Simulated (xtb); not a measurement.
xtb input (GFN1-xTB):

```bash
xtb mol.xyz --gfn 1 --sp --chrg 0 --uhf 0
```
mol.xyz:
```
17

C     -0.80096384     2.26702420    -0.93365012
O     -0.21947557     1.45539128     0.07336339
Ge     0.11964378    -0.26953448    -0.20606855
O     -1.14385713    -1.28481608     0.49495508
C     -2.50695576    -0.94364012     0.28511626
O      1.53978434    -0.70307920     0.73854203
C      2.75758109     0.00159247     0.52939532
H     -0.46879870     3.29465315    -0.77701675
H     -1.89386033     2.24244903    -0.87643192
H     -0.50216840     1.96193677    -1.94352177
H      0.28840302    -0.49170690    -1.72383714
H     -2.77633484    -0.95765894    -0.77787705
H     -3.11353750    -1.68921304     0.79965121
H     -2.74395178     0.04270538     0.69511509
H      3.11873280    -0.10148027    -0.50047218
H      2.65150907     1.06505224     0.76062488
H      3.50182362    -0.43146128     1.19790631
```

Output:

```
           -------------------------------------------------
          |                Calculation Setup                |
           -------------------------------------------------

           -------------------------------------------------
          |                 G F N 1 - x T B                 |
           -------------------------------------------------

        Reference                      10.1021/acs.jctc.7b00118
      * Hamiltonian:
        H0-scaling (s, p, d)           1.850000    2.250000    2.000000
        zeta-weighting                 0.000000
      * Dispersion:
        s8                             2.400000
        a1                             0.630000
        a2                             5.000000
        s9                             0.000000
      * Repulsion:
        kExp                           1.500000
        rExp                           1.000000
      * Coulomb:
        alpha                          2.000000
        third order                    atomic
        anisotropic                    false
      * Halogen bond correction:
        rad-scale                      1.300000
        damping                        0.440000

          ...................................................
          :                      SETUP                      :
          :.................................................:
          :  # basis functions                  54          :
          :  # atomic orbitals                  53          :
          :  # shells                           35          :
          :  # electrons                        44          :
          :  # halogen bonds                     0          :
          :  max. iterations                   250          :
          :  Hamiltonian                  GFN1-xTB          :
          :  restarted?                      false          :
          :  GBSA solvation                  false          :
          :  PC potential                    false          :
          :  electronic temp.          300.0000000     K    :
          :  accuracy                    1.0000000          :
          :  -> integral cutoff          0.2500000E+02      :
          :  -> integral neglect         0.1000000E-07      :
          :  -> SCF convergence          0.1000000E-05 Eh   :
          :  -> wf. convergence          0.2000000E-04 e    :
          :  Broyden damping             0.4000000          :
          :  net charge                          0          :
          :  unpaired electrons                  0          :
          ...................................................

 iter      E             dE          RMSdq      gap      omega  full diag
   1    -27.5934364 -0.275934E+02  0.685E+00    7.72       0.0  T
   2    -27.6165945 -0.231582E-01  0.409E+00    6.60       1.0  T
   3    -27.0799894  0.536605E+00  0.308E+00    7.71       1.0  T
   4    -27.6660688 -0.586079E+00  0.693E-01    6.98       1.0  T
   5    -27.6836958 -0.176270E-01  0.157E-01    7.38       1.0  T
   6    -27.6846999 -0.100404E-02  0.390E-02    7.30       1.0  T
   7    -27.6846931  0.676622E-05  0.194E-02    7.31       1.2  T
   8    -27.6847045 -0.114160E-04  0.399E-03    7.31       6.1  T
   9    -27.6847051 -0.611686E-06  0.123E-03    7.30      19.8  T
  10    -27.6847052 -0.729863E-07  0.183E-04    7.30     132.3  T
  11    -27.6847052 -0.147806E-08  0.282E-05    7.30     861.3  T

   *** convergence criteria satisfied after 11 iterations ***

         #    Occupation            Energy/Eh            Energy/eV
      -------------------------------------------------------------
         1        2.0000           -0.7652545             -20.8236
       ...           ...                  ...                  ...
        16        2.0000           -0.5215779             -14.1929
        17        2.0000           -0.4772624             -12.9870
        18        2.0000           -0.4714370             -12.8285
        19        2.0000           -0.4632736             -12.6063
        20        2.0000           -0.4534236             -12.3383
        21        2.0000           -0.4522857             -12.3073
        22        2.0000           -0.4496052             -12.2344 (HOMO)
        23                         -0.1812035              -4.9308 (LUMO)
        24                         -0.1779095              -4.8412
        25                         -0.1573983              -4.2830
        26                         -0.1550084              -4.2180
        27                         -0.1452153              -3.9515
       ...                                ...                  ...
        53                          0.6627838              18.0353
      -------------------------------------------------------------
                  HL-Gap            0.2684017 Eh            7.3036 eV
             Fermi-level           -0.3154043 Eh           -8.5826 eV

 SCC (total)                   0 d,  0 h,  0 min,  0.018 sec
 SCC setup                      ...        0 min,  0.000 sec (  0.701%)
 Dispersion                     ...        0 min,  0.000 sec (  0.430%)
 classical contributions        ...        0 min,  0.000 sec (  0.182%)
 integral evaluation            ...        0 min,  0.005 sec ( 29.311%)
 iterations                     ...        0 min,  0.005 sec ( 27.579%)
 molecular gradient             ...        0 min,  0.007 sec ( 40.781%)
 printout                       ...        0 min,  0.000 sec (  0.961%)

         :::::::::::::::::::::::::::::::::::::::::::::::::::::
         ::                     SUMMARY                     ::
         :::::::::::::::::::::::::::::::::::::::::::::::::::::
         :: total energy             -27.501208023797 Eh    ::
         :: gradient norm              0.029669628244 Eh/a0 ::
         :: HOMO-LUMO gap              7.303582824476 eV    ::
         ::.................................................::
         :: SCC energy               -27.684705187972 Eh    ::
         :: -> electrostatic           0.140326189118 Eh    ::
         :: repulsion energy           0.189244184473 Eh    ::
         :: dispersion energy         -0.005747020298 Eh    ::
         :: halogen bond corr.         0.000000000000 Eh    ::
         :: add. restraining           0.000000000000 Eh    ::
         :: total charge               0.000000000000 e     ::
         :::::::::::::::::::::::::::::::::::::::::::::::::::::

           -------------------------------------------------
          |                Property Printout                |
           -------------------------------------------------

    * Orbital Energies and Occupations

         #    Occupation            Energy/Eh            Energy/eV
      -------------------------------------------------------------
         1        2.0000           -0.7652545             -20.8236
       ...           ...                  ...                  ...
        10        2.0000           -0.5715915             -15.5538
        11        2.0000           -0.5665415             -15.4164
        12        2.0000           -0.5620203             -15.2934
        13        2.0000           -0.5574242             -15.1683
        14        2.0000           -0.5546098             -15.0917
        15        2.0000           -0.5496387             -14.9564
        16        2.0000           -0.5215779             -14.1929
        17        2.0000           -0.4772624             -12.9870
        18        2.0000           -0.4714370             -12.8285
        19        2.0000           -0.4632736             -12.6063
        20        2.0000           -0.4534236             -12.3383
        21        2.0000           -0.4522857             -12.3073
        22        2.0000           -0.4496052             -12.2344 (HOMO)
        23                         -0.1812035              -4.9308 (LUMO)
        24                         -0.1779095              -4.8412
        25                         -0.1573983              -4.2830
        26                         -0.1550084              -4.2180
        27                         -0.1452153              -3.9515
        28                         -0.1244967              -3.3877
        29                         -0.1115713              -3.0360
        30                         -0.1054954              -2.8707
        31                         -0.0775779              -2.1110
        32                         -0.0697070              -1.8968
        33                         -0.0578763              -1.5749
       ...                                ...                  ...
        53                          0.6627838              18.0353
      -------------------------------------------------------------
                  HL-Gap            0.2684017 Eh            7.3036 eV
             Fermi-level           -0.3154043 Eh           -8.5826 eV

  Mulliken/CM5 charges         n(s)   n(p)   n(d)
     1C     0.18041  0.06119   0.970  2.850  0.000
     2O    -0.48175 -0.56943   1.689  4.792  0.000
     3Ge    0.67456  0.69030   1.223  1.511  0.592
     4O    -0.45704 -0.54249   1.686  4.771  0.000
     5C     0.18344  0.06453   0.970  2.847  0.000
     6O    -0.45139 -0.53701   1.685  4.766  0.000
     7C     0.18315  0.06412   0.971  2.846  0.000
     8H     0.02611  0.08559   0.974  0.000  0.000
     9H     0.01530  0.07406   0.985  0.000  0.000
    10H     0.01030  0.06949   0.990  0.000  0.000
    11H    -0.02234  0.04232   1.022  0.000  0.000
    12H     0.01107  0.06990   0.989  0.000  0.000
    13H     0.02854  0.08838   0.971  0.000  0.000
    14H     0.02793  0.08836   0.972  0.000  0.000
    15H     0.01342  0.07226   0.987  0.000  0.000
    16H     0.02955  0.08985   0.970  0.000  0.000
    17H     0.02872  0.08859   0.971  0.000  0.000

Wiberg/Mayer (AO) data.
largest (>0.10) Wiberg bond orders for each atom

 ---------------------------------------------------------------------------
     #   Z sym  total        # sym  WBO       # sym  WBO       # sym  WBO
 ---------------------------------------------------------------------------
     1   6 C    3.930 --     8 H    0.981     9 H    0.980    10 H    0.975
                             2 O    0.953
     2   8 O    2.157 --     3 Ge   1.014     1 C    0.953
     3  32 Ge   4.195 --     6 O    1.077     4 O    1.059     2 O    1.014
                            11 H    0.855
     4   8 O    2.193 --     3 Ge   1.059     5 C    0.948
     5   6 C    3.925 --    13 H    0.982    12 H    0.976    14 H    0.973
                             4 O    0.948
     6   8 O    2.201 --     3 Ge   1.077     7 C    0.946
     7   6 C    3.924 --    17 H    0.982    15 H    0.975    16 H    0.973
                             6 O    0.946
     8   1 H    1.018 --     1 C    0.981
     9   1 H    1.016 --     1 C    0.980
    10   1 H    1.012 --     1 C    0.975
    11   1 H    1.002 --     3 Ge   0.855
    12   1 H    1.011 --     5 C    0.976
    13   1 H    1.018 --     5 C    0.982
    14   1 H    1.011 --     5 C    0.973
    15   1 H    1.011 --     7 C    0.975
    16   1 H    1.013 --     7 C    0.973
    17   1 H    1.018 --     7 C    0.982
 ---------------------------------------------------------------------------

Topologies differ in total number of bonds
Writing topology from bond orders to xtbtopo.mol

 dipole moment from electron density (au)
     X       Y       Z
  -0.3681   1.0026  -1.4860  total (Debye):    4.652

           -------------------------------------------------
          | TOTAL ENERGY              -27.501208023797 Eh   |
          | GRADIENT NORM               0.029669628244 Eh/α |
          | HOMO-LUMO GAP               7.303582824476 eV   |
           -------------------------------------------------

------------------------------------------------------------------------
Note: The following floating-point exceptions are signalling: IEEE_DENORMAL
normal termination of xtb
------------------------------------------------------------------------
 total:
 SCF:
```
